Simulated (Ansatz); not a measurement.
Two isomers of C2H4SSi: A = `[SiH3]C1=CS1`, B = `C1=CS[SiH2]1`.

Gas-phase electronic energies from Ansatz, PBE0-D4/def2-TZVP geometries. CCSD(T)/CBS is the MP2 limit (def2-TZVPP, def2-QZVPP) plus CCSD(T) − MP2 in def2-TZVPP, frozen cores. Functionals use def2-TZVPP. B3LYP here is the variant with VWN-RPA as its local correlation; programs differ in this.

A:

```xyz
8

Si   -0.951   -0.154    0.860
C     0.352    0.050   -0.413
C     1.504    0.276   -0.925
S     0.429   -0.075   -2.308
H    -0.353    0.084    2.197
H    -2.032    0.825    0.589
H    -1.490   -1.532    0.766
H     2.540    0.526   -0.767
```

B:

Z-matrix (Å, degrees):
```
Si
C 1 2.361
C 1 1.841 2 34.5
S 1 2.171 2 46.1 3 -180.0
H 1 1.484 2 125.3 3 89.5
H 1 1.484 2 125.3 3 -89.5
H 2 1.088 3 128.5 1 -180.0
H 3 1.081 1 139.8 2 180.0
```

Which isomer does CCSD(T)/CBS put lower? Give the gap. (Best estimate.)

The calculation gave: B, by 48.8 kcal/mol.

Give E(B) − E(A) in kcal/mol with B3LYP-D4, CCSD/def2-TZVPP, B2PLYP, CCSD(T)/def2-TZVPP, LDA (SPW92), PBE-D4, r2SCAN-D4. (Estimate.)

Computed: B3LYP-D4 -47.4, CCSD/def2-TZVPP -49.0, B2PLYP -47.6, CCSD(T)/def2-TZVPP -48.6, LDA (SPW92) -52.4, PBE-D4 -48.9, r2SCAN-D4 -49.9. None reverses the order clearly.

Does the order hold for the free energy at 298.15 K (harmonic terms from PBE0-D4)? (Estimate.)

The calculation gave: Yes: G(B) − G(A) = -44.6 kcal/mol.

Largest T1 diagnostic: 0.013.

From r2SCAN to r2SCAN0 (25 % exact exchange), in def2-TZVPP and without D4, E(B) − E(A) moves by −1.6 kcal/mol. At CCSD(T), def2-SVP lies +1.2 kcal/mol from the extrapolated value and def2-TZVPP +0.2 kcal/mol.
